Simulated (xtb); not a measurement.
xtb input for CH11NOSi3, SMILES [SiH3][Si@H](O)CN[SiH3], GFN2-xTB. 

```
$ xtb mol.xyz --gfn 2 --sp --chrg 0 --uhf 0 --json
$ cat mol.xyz
17

O     -1.20653602    -1.68467670     0.47808170
Si    -0.84415045    -0.30163375    -0.31938762
Si    -2.69895026     1.02819148    -0.64944542
C      0.50111746     0.63504621     0.68216601
N      1.68470505    -0.16110306     0.94408401
Si     3.07414285    -0.13872855    -0.06111799
H     -1.63545312    -1.70552177     1.32881473
H     -0.22018235    -0.89994849    -1.49953600
H     -3.71339982     0.38492415    -1.48951949
H     -2.37262933     2.30356374    -1.29127856
H     -3.40110251     1.36891725     0.59850551
H      0.81777625     1.53542979     0.15557002
H      0.08994347     0.96863014     1.64623371
H      1.43838866    -1.04493812     1.36534989
H      2.90339962    -0.63449106    -1.43794670
H      4.03532977    -0.97910149     0.65039848
H      3.47598750     1.26778535    -0.13351517
```

Program output:

```
[banner left out]
          |                Calculation Setup                |
           -------------------------------------------------



           -------------------------------------------------
          |                 G F N 2 - x T B                 |
           -------------------------------------------------

        Reference                      10.1021/acs.jctc.8b01176
      * Hamiltonian:
        H0-scaling (s, p, d)           1.850000    2.230000    2.230000
        zeta-weighting                 0.500000
      * Dispersion:
        s8                             2.700000
        a1                             0.520000
        a2                             5.000000
        s9                             5.000000
      * Repulsion:
        kExp                           1.500000    1.000000
        rExp                           1.000000
      * Coulomb:
        alpha                          2.000000
        third order                    shell-resolved
        anisotropic                    true
        a3                             3.000000
        a5                             4.000000
        cn-shift                       1.200000
        cn-exp                         4.000000
        max-rad                        5.000000


          ...................................................
          :                      SETUP                      :
          :.................................................:
          :  # basis functions                  53          :
          :  # atomic orbitals                  50          :
          :  # shells                           26          :
          :  # electrons                        38          :
          :  max. iterations                   250          :
          :  Hamiltonian                  GFN2-xTB          :
          :  restarted?                      false          :
          :  GBSA solvation                  false          :
          :  PC potential                    false          :
          :  electronic temp.          300.0000000     K    :
          :  accuracy                    1.0000000          :
          :  -> integral cutoff          0.2500000E+02      :
          :  -> integral neglect         0.1000000E-07      :
          :  -> SCF convergence          0.1000000E-05 Eh   :
          :  -> wf. convergence          0.1000000E-03 e    :
          :  Broyden damping             0.4000000          :
          :  net charge                          0          :
          :  unpaired electrons                  0          :
          ...................................................

 iter      E             dE          RMSdq      gap      omega  full diag
   1    -20.0453352 -0.200453E+02  0.593E+00    4.12       0.0  T
   2    -20.1594943 -0.114159E+00  0.332E+00    3.63       1.0  T
   3    -20.1621356 -0.264128E-02  0.215E+00    3.97       1.0  T
   4    -20.1648054 -0.266987E-02  0.100E+00    3.77       1.0  T
   5    -20.1652197 -0.414275E-03  0.529E-01    3.78       1.0  T
   6    -20.1663747 -0.115500E-02  0.210E-01    3.77       1.0  T
   7    -20.1664184 -0.437075E-04  0.761E-02    3.75       1.0  T
   8    -20.1664184 -0.214104E-07  0.375E-02    3.74       1.0  T
   9    -20.1664211 -0.265551E-05  0.182E-02    3.74       1.3  T
  10    -20.1664213 -0.250230E-06  0.851E-03    3.74       2.8  T
  11    -20.1664214 -0.447008E-07  0.402E-03    3.74       6.0  T
  12    -20.1664214 -0.129496E-07  0.134E-03    3.74      18.1  T
  13    -20.1664214  0.767113E-09  0.717E-04    3.74      33.8  T
  14    -20.1664214 -0.227210E-08  0.155E-04    3.74     156.9  T

   *** convergence criteria satisfied after 14 iterations ***

         #    Occupation            Energy/Eh            Energy/eV
      -------------------------------------------------------------
         1        2.0000           -0.7843131             -21.3422
       ...           ...                  ...                  ...
        13        2.0000           -0.4285093             -11.6603
        14        2.0000           -0.4275635             -11.6346
        15        2.0000           -0.4161184             -11.3232
        16        2.0000           -0.4114409             -11.1959
        17        2.0000           -0.4111100             -11.1869
        18        2.0000           -0.3753304             -10.2133
        19        2.0000           -0.3431687              -9.3381 (HOMO)
        20                         -0.2057475              -5.5987 (LUMO)
        21                         -0.1994444              -5.4272
        22                         -0.1761485              -4.7932
        23                         -0.1631728              -4.4402
        24                         -0.1503429              -4.0910
       ...                                ...                  ...
        50                          0.8509221              23.1548
      -------------------------------------------------------------
                  HL-Gap            0.1374212 Eh            3.7394 eV
             Fermi-level           -0.2744581 Eh           -7.4684 eV

 SCC (total)                   0 d,  0 h,  0 min,  0.017 sec
 SCC setup                      ...        0 min,  0.000 sec (  0.527%)
 Dispersion                     ...        0 min,  0.000 sec (  0.392%)
 classical contributions        ...        0 min,  0.000 sec (  0.140%)
 integral evaluation            ...        0 min,  0.002 sec ( 12.505%)
 iterations                     ...        0 min,  0.010 sec ( 59.129%)
 molecular gradient             ...        0 min,  0.005 sec ( 26.801%)
 printout                       ...        0 min,  0.000 sec (  0.443%)

         :::::::::::::::::::::::::::::::::::::::::::::::::::::
         ::                     SUMMARY                     ::
         :::::::::::::::::::::::::::::::::::::::::::::::::::::
         :: total energy             -19.975898386283 Eh    ::
         :: gradient norm              0.000234419658 Eh/a0 ::
         :: HOMO-LUMO gap              3.739420194590 eV    ::
         ::.................................................::
         :: SCC energy               -20.166394550021 Eh    ::
         :: -> isotropic ES            0.063335845656 Eh    ::
         :: -> anisotropic ES          0.006504598150 Eh    ::
         :: -> anisotropic XC          0.006761969897 Eh    ::
         :: -> dispersion             -0.012977866636 Eh    ::
         :: repulsion energy           0.190496163738 Eh    ::
         :: add. restraining           0.000000000000 Eh    ::
         :: total charge               0.000000000000 e     ::
         :::::::::::::::::::::::::::::::::::::::::::::::::::::

           -------------------------------------------------
          |                Property Printout                |
           -------------------------------------------------

    * Orbital Energies and Occupations

         #    Occupation            Energy/Eh            Energy/eV
      -------------------------------------------------------------
         1        2.0000           -0.7843131             -21.3422
       ...           ...                  ...                  ...
         7        2.0000           -0.5407783             -14.7153
         8        2.0000           -0.5010046             -13.6330
         9        2.0000           -0.4874291             -13.2636
        10        2.0000           -0.4819164             -13.1136
        11        2.0000           -0.4674749             -12.7206
        12        2.0000           -0.4435086             -12.0685
        13        2.0000           -0.4285093             -11.6603
        14        2.0000           -0.4275635             -11.6346
        15        2.0000           -0.4161184             -11.3232
        16        2.0000           -0.4114409             -11.1959
        17        2.0000           -0.4111100             -11.1869
        18        2.0000           -0.3753304             -10.2133
        19        2.0000           -0.3431687              -9.3381 (HOMO)
        20                         -0.2057475              -5.5987 (LUMO)
        21                         -0.1994444              -5.4272
        22                         -0.1761485              -4.7932
        23                         -0.1631728              -4.4402
        24                         -0.1503429              -4.0910
        25                         -0.1470901              -4.0025
        26                         -0.1441194              -3.9217
        27                         -0.1343033              -3.6546
        28                         -0.1040767              -2.8321
        29                         -0.0768683              -2.0917
        30                         -0.0598800              -1.6294
       ...                                ...                  ...
        50                          0.8509221              23.1548
      -------------------------------------------------------------
                  HL-Gap            0.1374212 Eh            3.7394 eV
             Fermi-level           -0.2744581 Eh           -7.4684 eV

     #   Z          covCN         q      C6AA      α(0)
     1   8 O        1.575    -0.489    22.708     6.430
     2  14 Si       3.515     0.439   101.574    19.470
     3  14 Si       3.696     0.358   100.755    19.225
     4   6 C        3.659    -0.089    22.506     6.808
     5   7 N        2.598    -0.343    28.830     7.974
     6  14 Si       3.607     0.463    98.919    19.097
     7   1 H        0.808     0.298     0.725     1.337
     8   1 H        0.918    -0.084     5.044     3.513
     9   1 H        0.918    -0.116     6.143     3.876
    10   1 H        0.918    -0.121     6.365     3.946
    11   1 H        0.916    -0.110     5.918     3.805
    12   1 H        0.925    -0.001     3.074     2.742
    13   1 H        0.923     0.004     2.994     2.706
    14   1 H        0.861     0.133     1.526     1.935
    15   1 H        0.915    -0.112     5.995     3.830
    16   1 H        0.919    -0.120     6.311     3.929
    17   1 H        0.918    -0.111     5.966     3.820

 Mol. C6AA /au·bohr⁶  :       4486.493284
 Mol. C8AA /au·bohr⁸  :     161283.334142
 Mol. α(0) /au        :        114.443876


Wiberg/Mayer (AO) data.
largest (>0.10) Wiberg bond orders for each atom

 ---------------------------------------------------------------------------
     #   Z sym  total        # sym  WBO       # sym  WBO       # sym  WBO
 ---------------------------------------------------------------------------
     1   8 O    2.167 --     2 Si   1.193     7 H    0.888
     2  14 Si   3.866 --     1 O    1.193     8 H    0.886     4 C    0.841
                             3 Si   0.812
     3  14 Si   3.628 --     9 H    0.905    10 H    0.905    11 H    0.899
                             2 Si   0.812
     4   6 C    3.950 --     5 N    1.040    12 H    0.996    13 H    0.975
                             2 Si   0.841
     5   7 N    3.261 --     6 Si   1.138     4 C    1.040    14 H    0.970
     6  14 Si   3.818 --     5 N    1.138    17 H    0.891    16 H    0.887
                            15 H    0.886
     7   1 H    0.911 --     1 O    0.888
     8   1 H    0.993 --     2 Si   0.886
     9   1 H    0.986 --     3 Si   0.905
    10   1 H    0.985 --     3 Si   0.905
    11   1 H    0.988 --     3 Si   0.899
    12   1 H    1.000 --     4 C    0.996
    13   1 H    1.000 --     4 C    0.975
    14   1 H    0.982 --     5 N    0.970
    15   1 H    0.987 --     6 Si   0.886
    16   1 H    0.985 --     6 Si   0.887
    17   1 H    0.988 --     6 Si   0.891
 ---------------------------------------------------------------------------

Topologies differ in total number of bonds
Note: The following floating-point exceptions are signalling: IEEE_UNDERFLOW_FLAG IEEE_DENORMAL
normal termination of xtb
Writing topology from bond orders to xtbtopo.mol

molecular dipole:
                 x           y           z       tot (Debye)
 q only:       -0.622      -0.003       0.097
   full:       -0.540      -0.084       0.422       1.756
molecular quadrupole (traceless):
                xx          xy          yy          xz          yz          zz
 q only:       -0.943       0.719      -1.712      -3.390      -2.300       2.654
  q+dip:       -6.138       1.964       0.193      -5.070      -2.615       5.944
   full:       -4.477       2.143      -0.447      -4.816      -3.452       4.924


           -------------------------------------------------
          | TOTAL ENERGY              -19.975898386283 Eh   |
          | GRADIENT NORM               0.000234419658 Eh/α |
          | HOMO-LUMO GAP               3.739420194590 eV   |
           -------------------------------------------------

------------------------------------------------------------------------
------------------------------------------------------------------------
 total:
 SCF:
```

The calculation finished and met its thresholds.
